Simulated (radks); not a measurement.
Values are calculated unless marked as measured or tabulated.
Question: Mean orbital radii <r> (bohr) of neutral iodine, [Kr] 4d10 5s2 5p5, of relativity; Dirac values are averaged over j with weights 2j + 1. Spin-unpolarised spherical Kohn-Sham, PBEsol, point nucleus unless stated (finite: rms radius 4.75 fm), a radial shooting solver on a logarithmic mesh with Libxc functionals. A level marked "c x" has the speed of light scaled by that factor and shares open shells by 2j + 1; other Dirac levels either fill j = l - 1/2 first or share by 2j + 1.

shell  non-rel.
1s      0.02869
2s       0.1235
2p       0.1052
3s       0.3281
3p       0.3184
3d       0.2890
4s       0.7701
4p       0.8050
4d       0.9151
5s        2.048
5p        2.487

Give the values at the level "Dirac, 2j+1 shares, finite nucleus".

Answer: 
shell  Dirac, 2j+1 shares, finite nucleus  change of magnitude (%)
1s                                0.02723                    -5.08
2s                                 0.1168                    -5.44
2p                                 0.1023                    -2.75
3s                                 0.3140                    -4.30
3p                                 0.3119                    -2.07
3d                                 0.2888                    -0.08
4s                                 0.7401                    -3.90
4p                                 0.7918                    -1.64
4d                                 0.9222                    +0.78
5s                                  1.964                    -4.06
5p                                  2.469                    -0.71
